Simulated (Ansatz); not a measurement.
The same path of AlBrF$_{3}$H (6 atoms, charge 0, multiplicity 1) was run twice with different band settings. Lost on the way: Br5–H6. Made: F2–H6.

Level of theory: Ansatz, RKS B3LYP/def2-SVP.

Relaxed end points:

```xyz
6
Properties=species:S:1:pos:R:3
Al 0.005 0.021 0.049
F 0.002 0.468 1.654
F 1.422 0.134 -0.799
F -1.427 0.050 -0.780
Br 0.087 -2.541 0.892
H 0.076 -1.890 2.172
```

```xyz
6
Properties=species:S:1:pos:R:3
Al 0.019 -0.479 -0.098
F 0.018 -0.019 1.823
F 1.428 0.212 -0.626
F -1.435 0.127 -0.605
Br 0.090 -2.689 0.523
H 0.046 -0.910 2.172
```

Common settings: movable images 7; climbing image yes; spring 5.0 eV/Å²; optimiser quadratic models (default); force threshold 0.05 eV/Å; end points relaxed.

| run | start path | iteration limit |
| --- | --- | --- |
| 1 | through a guess of the saddle point | 39 |
| 2 | straight line | 50 |

Q: What does each run give, and how far can it be trusted?

A: Run 1: converged after 11 iterations, highest image 0.164 eV above the first end. A vibrational analysis at the climbing image gives one clearly imaginary mode, 549i cm⁻¹: a first-order saddle point.
Run 2: converged after 8 iterations, highest image 0.164 eV above the first end. Another band between the same ends (7 images) ends at a top of the same energy, where a vibrational analysis finds 1 clearly imaginary mode.
The orbitals stay closed-shell, which can raise the energy where a bond breaks towards radicals; this wasn't checked here.
